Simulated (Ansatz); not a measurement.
```yaml
crystal:
  periodic: [false, false, false]
  atoms:
    - {symbol: C, position_ang: [-0.418439, -1.204910, 0.544512]}
    - {symbol: N, position_ang: [0.051359, 0.162590, 0.688004]}
    - {symbol: In, position_ang: [0.408696, 1.362733, -0.858069]}
    - {symbol: F, position_ang: [-0.400686, 1.082715, -2.596671]}
    - {symbol: F, position_ang: [1.380130, 3.034681, -0.773109]}
    - {symbol: H, position_ang: [-1.109073, -1.278719, -0.297447]}
    - {symbol: H, position_ang: [0.380834, -1.937933, 0.382855]}
    - {symbol: H, position_ang: [-0.972381, -1.502644, 1.441002]}
    - {symbol: H, position_ang: [0.679561, 0.281487, 1.468923]}
basis:
  gaussian: {orbitals: def2-mTZVPP, fitting: {mean_field: cc-pVTZ-jkfit}, final_grid: {core_spheres: 5, valence_spheres: 4, degree: 11}, nuclear_model: gaussian, point_charges: [{charge: -1.00, position_ang: [4.885, -0.515, -0.852]}]}
total_charge: 1
magnetization: {spin_polarized: true, initial_magnetization: 1}
hamiltonian: {xc: {name: wB97}}
```

```sh
$ ansatz run in.yaml --threads 4 --pin off --events-out ev --progress --plain --max-ram 10444MiB
```

**Question.** How does Ansatz answer? (An estimate is asked.)

**Answer.** Computed: The input was rejected before any iteration.
```
Functional definition: wB97
Error: <dir> the basis set cc-pVTZ-JKFIT has no functions for In
```
